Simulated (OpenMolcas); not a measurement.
OpenMolcas run: Te4+

Input:

```
&GATEWAY
Coord
1

Te 0.0 0.0 0.0
Basis=ANO-RCC-VTZP
Group=XYZ
NoMove
AngMom=0.0 0.0 0.0
AMFI
&SEWARD
* reference wave functions (RASSCF and RASSI steps not shown): 2 electrons in 4 orbitals (5s 5p)
>>> COPY JOB001 $Project.JobIph
&CASPT2
Multistate=3 1 2 3
Frozen=14 9
IPEA=0.25
Imaginary=0.1
MaxIter=60
WThr=0.0 0.3 0.05
PrWF=0.5
NoMix
>>> COPY JOB002 $Project.JobIph
&CASPT2
Multistate=7 1 2 3 4 5 6 7
Frozen=14 9
IPEA=0.25
Imaginary=0.1
MaxIter=60
WThr=0.0 0.3 0.05
PrWF=0.5
NoMix
>>> COPY JOB003 $Project.JobIph
&CASPT2
Multistate=3 1 2 3
Frozen=14 9
IPEA=0.25
Imaginary=0.1
MaxIter=60
WThr=0.0 0.3 0.05
PrWF=0.5
NoMix
...
```

Output, cut to the results:

```
--- CASPT2 ---
Orbital specifications:
      -----------------------

      Symmetry species                           1   2
                                                ag  au
      Frozen orbitals                           14   9
      Inactive orbitals                          0   0
      Active orbitals                            1   3
      Secondary orbitals                        21  20
      Deleted orbitals                           0   0
      Number of basis functions                 36  32
Type of calculation                        MS-CASPT2
      Fock operator                              state-specific
      IPEA shift                                 0.25
      Real shift                                 0.00
      Imaginary shift                            0.10
      The input orbitals will be transformed to quasi-canonical
Reference energy:       -6785.1539470736
      E2 (Non-variational):      -0.0048737955
      Shift correction:          -0.0000134726
      E2 (Variational):          -0.0048872681
      Total energy:           -6785.1588343417
      Residual norm:              0.0000002056
      Reference weight:           0.99756
      Contributions to the CASPT2 correlation energy
      Active & Virtual Only:         -0.0048737955
      One Inactive Excited:           0.0000000000
      Two Inactive Excited:           0.0000000000
Reference energy:       -6785.1539470732
      E2 (Non-variational):      -0.0048737955
      Shift correction:          -0.0000134726
      E2 (Variational):          -0.0048872681
      Total energy:           -6785.1588343414
      Residual norm:              0.0000002056
      Reference weight:           0.99756
      Contributions to the CASPT2 correlation energy
      Active & Virtual Only:         -0.0048737955
      One Inactive Excited:           0.0000000000
      Two Inactive Excited:           0.0000000000
::    CASPT2 Root  1     Total energy:  -6785.15883434
::    CASPT2 Root  2     Total energy:  -6785.15883434
::    CASPT2 Root  3     Total energy:  -6785.15883434
::    MS-CASPT2 Root  1     Total energy:  -6785.15883434
::    MS-CASPT2 Root  2     Total energy:  -6785.15883434
::    MS-CASPT2 Root  3     Total energy:  -6785.15883434
--- CASPT2 ---
Orbital specifications:
      -----------------------

      Symmetry species                           1   2
                                                ag  au
      Frozen orbitals                           14   9
      Inactive orbitals                          0   0
      Active orbitals                            1   3
      Secondary orbitals                        21  20
      Deleted orbitals                           0   0
      Number of basis functions                 36  32
Type of calculation                        MS-CASPT2
      Fock operator                              state-specific
      IPEA shift                                 0.25
      Real shift                                 0.00
      Imaginary shift                            0.10
      The input orbitals will be transformed to quasi-canonical
Reference energy:       -6785.9822954184
      E2 (Non-variational):      -0.0045941865
      Shift correction:          -0.0000047782
      E2 (Variational):          -0.0045989648
      Total energy:           -6785.9868943831
      Residual norm:              0.0000003847
      Reference weight:           0.99860
      Contributions to the CASPT2 correlation energy
      Active & Virtual Only:         -0.0045941865
      One Inactive Excited:           0.0000000000
      Two Inactive Excited:           0.0000000000
Reference energy:       -6785.1009469562
      E2 (Non-variational):      -0.0443908200
      Shift correction:          -0.0011008457
      E2 (Variational):          -0.0454916657
      Total energy:           -6785.1464386218
      Residual norm:              0.0000000741
      Reference weight:           0.94002
      Contributions to the CASPT2 correlation energy
      Active & Virtual Only:         -0.0443908200
      One Inactive Excited:           0.0000000000
      Two Inactive Excited:           0.0000000000
::    CASPT2 Root  1     Total energy:  -6785.98689438
::    CASPT2 Root  2     Total energy:  -6785.14643862
::    CASPT2 Root  3     Total energy:  -6785.14643862
::    CASPT2 Root  4     Total energy:  -6785.14643879
::    CASPT2 Root  5     Total energy:  -6785.14643879
::    CASPT2 Root  6     Total energy:  -6785.14645493
::    CASPT2 Root  7     Total energy:  -6785.02912076
::    MS-CASPT2 Root  1     Total energy:  -6785.98698866
::    MS-CASPT2 Root  2     Total energy:  -6785.14645495
::    MS-CASPT2 Root  3     Total energy:  -6785.14643881
::    MS-CASPT2 Root  4     Total energy:  -6785.14643879
::    MS-CASPT2 Root  5     Total energy:  -6785.14643862
::    MS-CASPT2 Root  6     Total energy:  -6785.14643861
::    MS-CASPT2 Root  7     Total energy:  -6785.02902646
--- CASPT2 ---
Orbital specifications:
      -----------------------

      Symmetry species                           1   2
                                                ag  au
      Frozen orbitals                           14   9
      Inactive orbitals                          0   0
      Active orbitals                            1   3
      Secondary orbitals                        21  20
      Deleted orbitals                           0   0
      Number of basis functions                 36  32
Type of calculation                        MS-CASPT2
      Fock operator                              state-specific
      IPEA shift                                 0.25
      Real shift                                 0.00
      Imaginary shift                            0.10
      The input orbitals will be transformed to quasi-canonical
Reference energy:       -6785.6325471371
      E2 (Non-variational):      -0.0041742844
      Shift correction:          -0.0000180472
      E2 (Variational):          -0.0041923316
...
```

Levels above the lowest, from the spin-orbit matrix with the single-state CASPT2 energies, averaged by term, on its diagonal:

```json
{"Configuration": "5s2", "Term": "1S", "J": "0", "E (cm-1)": "0.0", "Measured (cm-1)": "0.0", "g": "", "Term weight %": "100", "Second": ""}
{"Configuration": "5s 5p", "Term": "3P*", "J": "0", "E (cm-1)": "70264", "Measured (cm-1)": "", "g": "", "Term weight %": "100", "Second": ""}
{"Configuration": "5s 5p", "Term": "3P*", "J": "1", "E (cm-1)": "73108", "Measured (cm-1)": "", "g": "1.496", "Term weight %": "99", "Second": ""}
{"Configuration": "5s 5p", "Term": "3P*", "J": "2", "E (cm-1)": "80163", "Measured (cm-1)": "", "g": "1.501", "Term weight %": "100", "Second": ""}
{"Configuration": "5s 5p", "Term": "1P*", "J": "1", "E (cm-1)": "113680", "Measured (cm-1)": "111707", "g": "1.006", "Term weight %": "99", "Second": ""}
{"Configuration": "5p2", "Term": "3P", "J": "0", "E (cm-1)": "173282", "Measured (cm-1)": "176248", "g": "", "Term weight %": "95", "Second": "5 1S"}
{"Configuration": "5p2", "Term": "3P", "J": "1", "E (cm-1)": "178569", "Measured (cm-1)": "182419", "g": "1.501", "Term weight %": "100", "Second": ""}
{"Configuration": "5p2", "Term": "1D", "J": "2", "E (cm-1)": "180207", "Measured (cm-1)": "", "g": "1.238", "Term weight %": "53", "Second": "47 3P"}
{"Configuration": "5p2", "Term": "3P", "J": "2", "E (cm-1)": "189198", "Measured (cm-1)": "", "g": "1.263", "Term weight %": "53", "Second": "47 1D"}
{"Configuration": "5p2", "Term": "1S", "J": "0", "E (cm-1)": "212339", "Measured (cm-1)": "", "g": "", "Term weight %": "95", "Second": "5 3P"}
```

Against the 3 measured excited levels shown (Moore, Atomic Energy Levels, vol. III, NSRDS-NBS 35 (1971 reprint of NBS Circular 467, 1958)) the mean absolute deviation is 2900 cm-1; the largest miss in energy is 5p2 3P1: computed 178569, measured 182419 cm-1 (-2.1 %).

Over all roots computed the reference weight is 0.94 to 1.00; the roots of lowest weight are the least certain, and an intruder state may touch them. The ¹D term of p² mixes with s d, which this space lacks. Measured partners are found by configuration, term and J. A level has none where our copy of the source lacks it or the pairing is in doubt (some pairs that miss far off the trend of their configuration count as doubtful), and it then counts in no deviation. Levels of configurations outside the active space are missing.

The term weight is that of the spin-free term in the level, not the purity of its configuration. * marks odd parity.
